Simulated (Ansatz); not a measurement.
C₃H₁₂ClNSi₂, SMILES `CC(C)N([SiH3])[SiH2]Cl`. Total charge 0; spin multiplicity 1. Geometry: relaxed with PBE0-D4/def2-TZVP. It is one conformer, not always the lowest.

```xyz
19

C    -0.610    1.846   -0.188
C    -0.007    0.673    0.564
C    -0.971    0.112    1.599
N     0.463   -0.375   -0.369
Si   -0.561   -0.944   -1.652
Si    1.989   -1.074   -0.052
Cl    1.962   -2.411    1.528
H     0.092    2.249   -0.919
H    -1.522    1.549   -0.717
H    -0.884    2.642    0.508
H     0.879    1.043    1.096
H    -1.882   -0.257    1.121
H    -1.256    0.888    2.314
H    -0.516   -0.714    2.147
H    -0.656    0.027   -2.775
H     0.035   -2.205   -2.155
H    -1.943   -1.205   -1.168
H     2.446   -1.827   -1.238
H     2.941   -0.016    0.358
```

(1) What is the dipole moment at PBE/def2-TZVPP? (Estimate.)

(2) And with r2SCAN, B3LYP? (Estimate.)

(3) Give the Mulliken charges with PBE, B3LYP, r2SCAN in def2-TZVPP. (An estimate is asked.)

## Answers

(1) The calculation gave: 2.03 D, with components (-0.79, 1.84, -0.33) D in this frame, pointing from negative to positive charge.

(2) The calculation gave: r2SCAN 2.10 D, B3LYP 2.06 D.

(3) Computed: 
| atom | PBE | B3LYP | r2SCAN |
| --- | --- | --- | --- |
| C1 | -0.26 | -0.27 | -0.17 |
| C2 | 0.07 | 0.07 | 0.14 |
| C3 | -0.23 | -0.24 | -0.16 |
| N4 | -0.15 | -0.24 | -0.29 |
| Si5 | 0.20 | 0.28 | 0.30 |
| Si6 | 0.36 | 0.45 | 0.48 |
| Cl7 | -0.24 | -0.27 | -0.27 |
| H8 | 0.10 | 0.10 | 0.06 |
| H9 | 0.08 | 0.08 | 0.05 |
| H10 | 0.08 | 0.08 | 0.04 |
| H11 | 0.04 | 0.05 | 0.01 |
| H12 | 0.07 | 0.08 | 0.05 |
| H13 | 0.07 | 0.08 | 0.04 |
| H14 | 0.08 | 0.09 | 0.06 |
| H15 | -0.06 | -0.07 | -0.08 |
| H16 | -0.04 | -0.06 | -0.06 |
| H17 | -0.05 | -0.07 | -0.07 |
| H18 | -0.05 | -0.06 | -0.06 |
| H19 | -0.06 | -0.07 | -0.08 |

B3LYP here is the variant with VWN-RPA as its local correlation; programs differ in this.
